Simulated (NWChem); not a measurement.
System: fluoroethylene carbonate (C$_{3}$H$_{3}$FO$_{3}$); SMILES C1(=O)O[C@H](CO1)F

Input file for NWChem:

```
start job
memory heap 200 mb stack 900 mb global 1100 mb
geometry units angstroms noautoz
  O     -0.618520    -2.196206     0.227137
  C     -0.182492    -1.115258     0.036933
  O      1.064466    -0.703025     0.325170
  C      1.261869     0.612440    -0.146117
  C     -0.154937     1.094202    -0.434796
  F     -0.629668     1.831882     0.601273
  O     -0.874760    -0.085828    -0.535194
  H      1.741111     1.223297     0.630220
  H      1.888438     0.596268    -1.051765
  H     -0.279081     1.679101    -1.357714
end
basis spherical
  O library def2-svp
  C library def2-svp
  F library def2-svp
  H library def2-svp
end
dft
  xc r2scan
  grid xcoarse
  iterations 150
  mulliken
end
task dft gradient
```

NWChem printed, in part:

```
             Northwest Computational Chemistry Package (NWChem) 7.3.0
             --------------------------------------------------------

 C1  symmetry detected

                             Geometry "geometry" -> ""
                             -------------------------

 Output coordinates in angstroms (scale by  1.889725989 to convert to a.u.)

  No.       Tag          Charge          X              Y              Z
 ---- ---------------- ---------- -------------- -------------- --------------
    1 O                    8.0000    -0.57966859    -2.19630583     0.24660769
    2 C                    6.0000    -0.16387428    -1.11084265     0.03772652
    3 O                    8.0000     1.08688238    -0.68204072     0.28197544
    4 C                    6.0000     1.25175643     0.63381124    -0.20059863
    5 C                    6.0000    -0.17992357     1.09682671    -0.44283504
    6 F                    9.0000    -0.62847097     1.83284386     0.60600445
    7 O                    8.0000    -0.88793255    -0.09241602    -0.51439415
    8 H                    1.0000     1.74934770     1.25374007     0.55677148
    9 H                    1.0000     1.84744450     0.62165539    -1.12691203
   10 H                    1.0000    -0.34255486     1.67633851    -1.36316832

 Effective nuclear repulsion energy (a.u.)     324.5726546416

                                 NWChem DFT Module
                                 -----------------

 Summary of "ao basis" -> "ao basis" (spherical)
 ------------------------------------------------------------------------------
       Tag                 Description            Shells   Functions and Types
 ---------------- ------------------------------  ------  ---------------------
 O                          def2-svp                 6       14   3s2p1d
 C                          def2-svp                 6       14   3s2p1d
 F                          def2-svp                 6       14   3s2p1d
 H                          def2-svp                 3        5   2s1p

            General Information
            -------------------
          SCF calculation type: DFT
          Wavefunction type:  closed shell.
          No. of atoms     :    10
          No. of electrons :    54
           Alpha electrons :    27
            Beta electrons :    27
          Charge           :     0
          Spin multiplicity:     1
          Use of symmetry is: off; symmetry adaption is: off
          Maximum number of iterations: 150
          AO basis - number of functions:   113
                     number of shells:    51
          Convergence on energy requested:  1.00D-06
          Convergence on density requested:  1.00D-05
          Convergence on gradient requested:  5.00D-04

              XC Information
              --------------
                      r^2SCAN Method XC Functional
               r^2SCAN metaGGA Exchange Functional  1.000
                     r^2SCAN Correlation Potential  1.000

             Grid Information
             ----------------
          Grid used for XC integration:  xcoarse
          Radial quadrature: Mura-Knowles
          Angular quadrature: Lebedev.
          Tag              B.-S. Rad. Rad. Pts. Rad. Cut. Ang. Pts.
          ---              ---------- --------- --------- ---------
          O                   0.60       21          10.0       194
          C                   0.70       21           8.0       194
          F                   0.50       21           9.0       194
          H                   0.35       21           8.0       194
          Grid pruning is: on
          Number of quadrature shells:   210
          Spatial weights used:  Erf1

      Superposition of Atomic Density Guess
      -------------------------------------

 Sum of atomic energies:        -437.73824159

      Non-variational initial energy
      ------------------------------

 Total energy =    -441.235289
 1-e energy   =   -1246.919416
 2-e energy   =     481.111473
 HOMO         =      -0.371620
 LUMO         =       0.098878

     ---------------------------------------------
      Total Density - Mulliken Population Analysis
     ---------------------------------------------

    Atom       Charge   Shell Charges
 -----------   ------   -------------------------------------------------------
    1 O    8     8.73   1.99  1.13  0.65  3.10  1.84  0.01
    2 C    6     4.84   1.99  0.83  0.11  1.39  0.37  0.15
    3 O    8     8.54   1.99  1.09  0.67  2.93  1.84  0.01
    4 C    6     5.79   1.99  0.95  0.16  1.85  0.79  0.05
    5 C    6     5.29   1.99  0.90  0.20  1.55  0.56  0.09
    6 F    9     9.44   1.99  1.14  0.77  3.47  2.06  0.00
    7 O    8     8.55   1.99  1.09  0.67  2.94  1.84  0.01
    8 H    1     0.93   0.69  0.22  0.02
    9 H    1     0.93   0.69  0.22  0.02
   10 H    1     0.97   0.72  0.24  0.02

   convergence    iter        energy       DeltaE   RMS-Dens  Diis-err
 ---------------- ----- ----------------- --------- --------- ---------
 d= 0,ls=0.0,diis     1   -440.8541825714 -7.65D+02  2.20D-02  2.07D+00
 d= 0,ls=0.0,diis     2   -440.1272217407  7.27D-01  1.64D-02  9.72D+00
 d= 0,ls=0.0,diis     3   -441.0491189458 -9.22D-01  4.03D-03  3.66D-01
 d= 0,ls=0.0,diis     4   -441.0778293355 -2.87D-02  1.32D-03  8.34D-02
 d= 0,ls=0.0,diis     5   -441.0852837939 -7.45D-03  3.45D-04  3.49D-03
  Resetting Diis
 d= 0,ls=0.0,diis     6   -441.0855704329 -2.87D-04  9.76D-05  2.55D-04
 d= 0,ls=0.0,diis     7   -441.0855911089 -2.07D-05  1.02D-04  4.91D-05
 d= 0,ls=0.0,diis     8   -441.0855757994  1.53D-05  6.89D-05  2.11D-04
 d= 0,ls=0.0,diis     9   -441.0855958232 -2.00D-05  7.21D-06  1.32D-06
 d= 0,ls=0.0,diis    10   -441.0855959387 -1.15D-07  2.01D-06  1.56D-07

         Total DFT energy =     -441.085595938650
      One electron energy =    -1248.944343907372
           Coulomb energy =      536.722217004710
    Exchange-Corr. energy =      -53.436123677610
 Nuclear repulsion energy =      324.572654641621

 Numeric. integr. density =       54.001194341006

                       DFT Final Molecular Orbital Analysis
                       ------------------------------------

 Vector   25  Occ=2.000000D+00  E=-3.259355D-01
              MO Center= -2.5D-01, -1.2D-01, -2.3D-01, r^2= 2.5D+00
   Bfn.  Coefficient  Atom+Function         Bfn.  Coefficient  Atom+Function
  ----- ------------  ---------------      ----- ------------  ---------------
    90      0.442309   7 O  pz               93      0.317752   7 O  pz
    34     -0.284966   3 O  pz               37     -0.211123   3 O  pz
    88     -0.180055   7 O  px                6     -0.178508   1 O  pz
    76     -0.148584   6 F  pz               75     -0.132787   6 F  py
    91     -0.128636   7 O  px              109      0.125225  10 H  s

 Vector   26  Occ=2.000000D+00  E=-2.959808D-01
              MO Center=  3.3D-01, -1.0D+00,  1.3D-01, r^2= 2.9D+00
   Bfn.  Coefficient  Atom+Function         Bfn.  Coefficient  Atom+Function
  ----- ------------  ---------------      ----- ------------  ---------------
     6      0.409815   1 O  pz               34     -0.367907   3 O  pz
     9      0.288369   1 O  pz               37     -0.275326   3 O  pz
   104     -0.185001   9 H  s                33     -0.149600   3 O  py
    32      0.146107   3 O  px               48      0.130266   4 C  pz
    99      0.126736   8 H  s                36     -0.120109   3 O  py

 Vector   27  Occ=2.000000D+00  E=-2.788653D-01
              MO Center= -4.5D-01, -1.8D+00,  1.7D-01, r^2= 1.6D+00
   Bfn.  Coefficient  Atom+Function         Bfn.  Coefficient  Atom+Function
  ----- ------------  ---------------      ----- ------------  ---------------
     4      0.546890   1 O  px                7      0.359826   1 O  px
     5     -0.184656   1 O  py                6      0.146827   1 O  pz
    21      0.142103   2 C  px               89     -0.142655   7 O  py
    31     -0.135841   3 O  s                 8     -0.123404   1 O  py
    87      0.120307   7 O  s                32      0.117207   3 O  px

 Vector   28  Occ=0.000000D+00  E=-5.434779D-03
              MO Center= -1.4D-01, -1.1D+00,  2.0D-02, r^2= 2.1D+00
   Bfn.  Coefficient  Atom+Function         Bfn.  Coefficient  Atom+Function
  ----- ------------  ---------------      ----- ------------  ---------------
    20      0.573577   2 C  pz               23      0.477143   2 C  pz
     9     -0.373770   1 O  pz                6     -0.363634   1 O  pz
    59      0.331805   5 C  s               105     -0.251907   9 H  s
    49      0.214860   4 C  px               34     -0.210267   3 O  pz
    37     -0.198926   3 O  pz               90     -0.187329   7 O  pz

[...]

                         DFT ENERGY GRADIENTS

    atom               coordinates                        gradient
                 x          y          z           x          y          z
   1 O      -1.095415  -4.150416   0.466021    0.002024   0.005128  -0.000942
   2 C      -0.309677  -2.099188   0.071293    0.003096   0.009287  -0.002193
   3 O       2.053910  -1.288870   0.532856   -0.010181   0.004920  -0.005433
   4 C       2.365477   1.197730  -0.379076   -0.002285  -0.006624   0.001880
   5 C      -0.340006   2.072702  -0.836837   -0.005576  -0.003328   0.005821
   6 F      -1.187638   3.463573   1.145182    0.003828  -0.005351  -0.008571
   7 O      -1.677949  -0.174641  -0.972064    0.011690  -0.000510   0.005793
   8 H       3.305788   2.369225   1.052146   -0.001514  -0.001618  -0.002000
   9 H       3.491164   1.174758  -2.129555   -0.001776   0.000109   0.002577
  10 H      -0.647335   3.167820  -2.576015    0.000695  -0.002013   0.003067
```

Level: r2SCAN/def2-SVP. The geometry was optimised at PBE0/def2-SVP.
